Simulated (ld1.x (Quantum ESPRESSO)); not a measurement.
Which change was made? (Pt, TM semilocal)

Pt (Z = 78), norm-conserving Troullier–Martins (semilocal form), made with ld1.x (Quantum ESPRESSO) 7.5 (LDA (PZ), scalar-relativistic). Core [Kr] 4d10 4f14, reference 5s2 5p6 5d9 6s1 6p0. Waves: 5s (bound): rc 1.65 bohr; 5p (bound): rc 1.95 bohr; 5d (bound): rc 1.90 bohr; 5f channel at -0.1 Ry: rc 2.05 bohr. Local part: the f channel. Core correction: none.

Occupied shells without a wave of their own: 6s. They enter only through the test configuration that unscreens the potential.

Cutoffs, loose and tight: the cutoffs (Ry, on a coarse ladder) from which the occupation-weighted sum of valence levels, in a spherical-Bessel basis at the reference potential, stays within 10 and 1 mRy of its value at 400 Ry. They do not see the model core or the augmentation charge, which bear on the density cutoff. Test errors are all-electron minus pseudo excitation energies from the reference, over the configurations 5s2 5p6 5d9 6s0 6p0; 5s2 5p6 5d8 6s0 6p0; 5s2 5p6 5d7 6s0 6p0; 5s2 5p5 5d9 6s1 6p0; 5s1 5p6 5d9 6s1 6p0; 5s2 5p6 5d9 6s0.5 6p0; 5s2 5p6 5d9.5 6s0.5 6p0 (two spin-polarised tests are not counted in the largest error); variants that change the core or the reference have their own tests.

The base gives: outcome: generated, misses its reference levels by 6.27 eV; bound ghosts: not determined; largest test error (meV): no test is counted, since the test run did not reproduce the reference configuration.

On the changes marked as counting shells twice: ld1.x takes every shell without a wave as core, so the model core holds the marked electrons as well and exchange and correlation see them twice. This cancels in the reference configuration, but the file is broken for other ones, and its errors say nothing about a proper core correction.

(1) After one change the result is: outcome: generated, misses its reference levels by 6.28 eV; bound ghosts: not determined; largest test error (meV): +10584. Which change was it?
A. core correction a·sin(br)/r model core inside 1.84 bohr (6s counted twice)
B. wave 5p (bound): rc 1.95 bohr becomes 5p (bound): rc 1.50 bohr
C. form changed from semilocal to separable (Kleinman–Bylander), still TM; local potential all-electron potential smoothed inside 1.25 bohr (lloc = -1)

## Answers

(1) B. The others give: core correction a·sin(br)/r model core inside 1.84 bohr (6s counted twice) → outcome: generated, misses its reference levels by 6.33 eV; bound ghosts: not determined; largest test error (meV): no test is counted, since the test run did not reproduce the reference configuration | form changed from semilocal to separable (Kleinman–Bylander), still TM; local potential all-electron potential smoothed inside 1.25 bohr (lloc = -1) → outcome: failed: run_pseudo: Errors in PS-KS equation. In the semilocal form every listed channel keeps its own potential, so the choice of the local channel does not act on these tests. It acts once the file is put into the separable form.
